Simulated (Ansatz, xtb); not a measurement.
## Isomers of CH7ClSi2 in order of energy

3 gas-phase structures of CH7ClSi2, found in a search over its isomers (lower ones may exist). Each was relaxed with GFN2-xTB; where two conformers were screened, the lower at r2SCAN-D4/def2-SVP is listed:

A. `[SiH3]C[SiH2]Cl`, a singlet
B. `C[Si@H]([SiH3])Cl`, a singlet
C. `C[SiH2][SiH2]Cl`, a singlet

Problem. Make a reasoned guess at their ranking by r2SCAN-D4/def2-SVP single-point energy.

Solution. Calculated order at r2SCAN-D4/def2-SVP: B (0.0), A (0.0), C (3.1) kcal/mol. Less than 1 kcal/mol parts B and A, so the order within that pair means little. CCSD(T)/def2-SVP + ΔMP2/def2-TZVPP after further relaxation puts A lowest instead.

Energies above the lowest of each column, in kcal/mol; the last columns are at B3LYP-D3(BJ)/def2-SVP geometries:

```
structure  GFN2-xTB  HF/STO-3G  r2SCAN-D4/def2-SVP  B3LYP-D3(BJ)/def2-SVP  CCSD(T)/def2-SVP + ΔMP2/def2-TZVPP
        B       6.0        0.0                 0.0                    0.0                                 1.4
        A       0.0        4.7                 0.0                    0.4                                 0.0
        C       5.0        2.0                 3.1                    2.7                                 3.7
```

CCSD(T)/def2-SVP + ΔMP2/def2-TZVPP puts A lowest; HF/STO-3G picks B, B3LYP-D3(BJ)/def2-SVP picks B. CCSD(T)/def2-SVP + ΔMP2/def2-TZVPP orders those it was run on as A (0.0), B (1.4), C (3.7) kcal/mol. Flexible structures stand in one conformer each, not always the lowest. ΔMP2 is the change of the MP2 energy from the smaller to the larger basis.

Programs: Ansatz 0.2.0, xtb 6.7.1.
